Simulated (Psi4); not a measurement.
hydrogen selenide (H₂Se), singlet, geometry from GFN2-xTB. Base run: Psi4 1.11 with B3LYP/3-21G.

Geometry (Å):
```xyz
3

Se    -0.0021     0.0557    -0.0014
H     -0.9916    -0.9867     0.0176
H      1.0637    -0.9081     0.0301
```
Charge 0, spin multiplicity 1.
All else is at Psi4's defaults (density fitting, Cartesian functions).

Each row names what was changed in the base input (with any setting that the change needs).

| change | basis functions | E (Eh) | dipole (D) |
|---|---|---|---|
| base | 27 | -2391.38896 | 1.21 |
| basis = cc-pVTZ-DK; relativity = spin-free X2C (with scf_type pk) | 71 | -2431.13635 | 0.69 |
| basis = cc-pVDZ-DK; relativity = spin-free X2C (with scf_type pk) | 37 | -2431.02084 | 0.80 |
| basis = cc-pVTZ-DK; relativity = none (with scf_type pk) | 71 | -2384.60069 | 0.82 |
| basis = cc-pVDZ-DK; relativity = none (with scf_type pk) | 37 | -2386.08318 | 0.97 |

Totals shift with the method and basis; they matter in differences.

Basis sets contracted for a relativistic Hamiltonian are a mismatch without it, so the rows without relativity aren't non-relativistic limits. No row has spin-orbit coupling; sets with core potentials leave out the core electrons.
